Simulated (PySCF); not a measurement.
NMR data simulated for an unnamed compound:

¹H NMR (400 MHz, computed): δ 7.06 (m, 1H), 4.15 (s, 3H), 2.13 (m, 1H), 2.00 (m, 1H).

¹³C{¹H} NMR (computed): δ 152.0 (CH), 122.5 (C), 98.5 (C), 64.5 (C), 58.3 (CH3), 21.6 (CH2).

All values are calculated (PySCF 2.14): NMR shieldings at PBE0/pcSseg-1/GIAO, GFN2-xTB structure. Equivalent nuclei averaged, no relativistic terms, in vacuum, single conformer.

References, each an isolated molecule treated in the same way: ¹H (σref 31.72), ¹³C (σref 186.93) against TMS.

Task: Which of these does the molecule contain: a ketone, a non-aromatic C=C double bond, a (CH3)2CH unit, a methoxy group, an amide, a nitrile?

Result: 
- A ketone: no.
- A non-aromatic C=C double bond: yes.
- A (CH3)2CH unit: no.
- A methoxy group: yes (δC 58.3; δH 4.15 (s)).
- An amide: no.
- A nitrile: yes (δC 122.5).

The data belong to `O(C)/C=C1/C[C@]1(F)C#N`, C$_{6}$H$_{6}$FNO; they needn't prove each group on their own.

Carbon signals by region: 2 in the sp2 and nitrile region (100–160 ppm), 3 at 50–100 ppm, 1 below 50 ppm.

Splittings by ¹⁹F in the carbon and heteronuclear signals aren't shown, as no couplings were computed. Shifts are as computed. Against solution values, carbons near 30 ppm lie about +3 ppm off and those near 130 ppm about +5 ppm. Of 1211 compounds with measured shifts, 218 miss one by over three times the rms of a fit or turn the order of signals round; such compounds aren't used in these exercises. Multiplicities follow the n + 1 count of equivalent neighbours, as no J values were calculated; m marks all less simple cases, F and P coupling included.
